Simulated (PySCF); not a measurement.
# How methods differ on the ionisation energy of Ar(3+)

Ar(3+) [Ne] 3s2 3p3 [3p1/2^2 3p3/2^1, M_J = 3/2] → Ar(4+) [Ne] 3s2 3p2 [3p1/2^2, M_J = 0], as a difference of total energies. All numbers are calculated (PySCF 2.14, the two-component X2C-1e Hamiltonian, in x2c-TZVPPall-2c). Correlated levels: [Ne] frozen. "Screened" scales the spin-orbit matrix elements by Boettger's factors to mimic the two-electron term; Breit and QED terms are absent.

| method | ionisation energy (eV) |
| --- | --- |
| GHF (spin-free) | 58.620 |
| GMP2 (spin-free) | 59.178 |
| GHF (screened spin-orbit) | 58.527 |
| GMP2 (screened spin-orbit) | 59.087 |

Question: How much does correlation contribute at GMP2 (screened spin-orbit)?

Answer: 59.087 − (58.527) = 0.560 eV, measured against GHF (screened spin-orbit).

Errors of the correlated levels include the incompleteness of this basis and the frozen core.

The labels give the starting determinants; with spin-orbit coupling the two ends relaxed to ⟨J²⟩ = 3.75, ⟨L²⟩ = 0.00, ⟨S²⟩ = 3.75 and ⟨J²⟩ = 1.81, ⟨L²⟩ = 2.01, ⟨S²⟩ = 2.00.

The determinant of Ar(4+) mixes levels of different J (the jj label is only the starting occupation), so the difference between spin-free and spin-orbit rows is not the physical spin-orbit shift.

For comparison: 59.58 ± 0.18 eV (semi-empirical (NIST evaluation); NIST Atomic Spectra Database, ionization energies).
